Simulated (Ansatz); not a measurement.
CH6BNOSi can be A, `BO/C=N\[SiH3]`, or B, `CB1O[SiH]1N`.

Gas-phase electronic energies from Ansatz, PBE0-D4/def2-TZVP geometries. CBS: MP2 limit from def2 TZ/QZ plus the TZ coupled-cluster correction, frozen cores. DFT in def2-TZVPP. Each species was taken in one conformer, which may not be the lowest.

(1) Which is lower in electronic energy at CCSD(T)/CBS, and by how much? (Estimate.)

(2) Give E(B) − E(A) in kJ/mol with MP2/def2-TZVPP, HF/def2-TZVPP, PBE-D4, r2SCAN-D4, PBE0-D4, ωB97M-V, CCSD(T)/def2-TZVPP. (An estimate is asked.)

Largest T1 diagnostic: 0.015.

Results:

(1) Computed: B, by 158.6 kJ/mol.

(2) Computed: MP2/def2-TZVPP -162.3, HF/def2-TZVPP -102.1, PBE-D4 -163.9, r2SCAN-D4 -163.8, PBE0-D4 -166.6, ωB97M-V -158.3, CCSD(T)/def2-TZVPP -149.6. None reverses the order clearly.

In def2-TZVPP, CCSD(T) changes the Hartree–Fock value by −47.5 kJ/mol (the triples alone add −1.8 kJ/mol) and MP2 by −60.1 kJ/mol.
